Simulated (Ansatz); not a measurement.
Born–Oppenheimer molecular dynamics of CH₄ClGa (7 atoms, charge 0, multiplicity 1). It starts from a relaxed structure.

Method: RKS B3LYP-D4/def2-mTZVP in Ansatz 0.2.0.

```
ensemble             : NVT, Langevin thermostat
time step            : 1 fs
steps asked          : 100
set temperature      : 300 K
friction             : 0.001 /fs
temperature schedule : 25 steps to 300 K, then 75 steps to 10 K
seed                 : 753569
```

First frame:

```xyz
7
Properties=species:S:1:pos:R:3
Ga -0.051 0.001 0.054
H 0.161 -0.001 1.604
Cl 1.818 -0.001 -1.085
C -1.707 0.002 -1.011
H -2.284 -0.904 -0.811
H -2.333 0.854 -0.741
H -1.485 0.049 -2.076
```

**Question.** How far do the bonds stretch over the last three quarters of this one trajectory? (Pairs bonded in most of those frames.)

**Answer.** 
```csv
bond,mean (Å),spread (Å),shortest,longest
Ga1–H2,1.563,0.021,1.53,1.60
Ga1–Cl3,2.221,0.066,2.11,2.30
Ga1–C4,1.973,0.012,1.94,1.99
C4–H5,1.095,0.027,1.04,1.15
C4–H6,1.096,0.037,1.03,1.15
C4–H7,1.092,0.017,1.06,1.12
```

Mean temperature of the second half: 154 K. The schedule's set-point averaged 107 K over the second half and the system 154 K, so it lags behind the ramp. A run of 0.1 ps of so small a system gives no equilibrium averages.

The run took 5.6 min on 1 thread of Arm Neoverse V1 (shared host), peak memory 0.18 GiB.
